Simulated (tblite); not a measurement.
Question: What does the GFN2-xTB structure of `O=COC/C=C\[SiH2]Cl` look like in three dimensions?

Answer: 
```
atom  x, y, z in Å
O1    -0.854    1.646   -0.553
C2    -1.908    1.124   -0.342
O3    -2.137    0.066    0.408
C4    -0.989   -0.552    1.022
C5    -0.219   -1.343    0.009
C6     0.951   -0.994   -0.507
Si7    2.018    0.528   -0.162
Cl8    2.343    1.402   -1.942
H9    -2.869    1.481   -0.751
H10   -0.364    0.223    1.471
H11   -1.405   -1.200    1.796
H12   -0.733   -2.235   -0.331
H13    1.365   -1.661   -1.256
H14    3.297    0.012    0.339
H15    1.499    1.511    0.775
```

Orientation and origin are arbitrary. Atoms count from 1 in this order. The C–O distances run from 1.196 Å (O1=C2, drawn double) to 1.441 Å (O3–C4, drawn single), a spread of 0.245 Å. Of the pairs four or more bonds apart, O1···Si7 is among the closest relative to their van der Waals radii: 3.11 Å, 86 % of the sum of Bondi's values. The 2 C–C bonds span 1.325 Å (C5=C6, drawn double) to 1.498 Å (C4–C5, drawn single), a spread of 0.173 Å. O3 (ester single-bonded oxygen) is bent (angle 116.6°).

Bonds between heavy atoms (Å): O1=C2 1.196, C2–O3 1.317, O3–C4 1.441, C4–C5 1.498, C5=C6 1.325, C6–Si7 1.890, Si7–Cl8 2.010.

The geometry is computed with GFN2-xTB (gas phase).

Point group: C1 (no symmetry element, even within 0.4 Å). Its lowest GFN2-xTB frequency is 14 cm⁻¹, too small to tell a flat minimum from a shallow saddle. The numbers are those of one conformer (O1–C2–O3–C4 -1°, C2–O3–C4–C5 -76°, O3–C4–C5–C6 107°, C5–C6–Si7–Cl8 -125°).

Time: 1.2 s. Hardware: Intel Xeon at 2.70 GHz, one thread, shared host with 64 logical CPUs at a one-minute load of 63. This is the geometry optimisation.
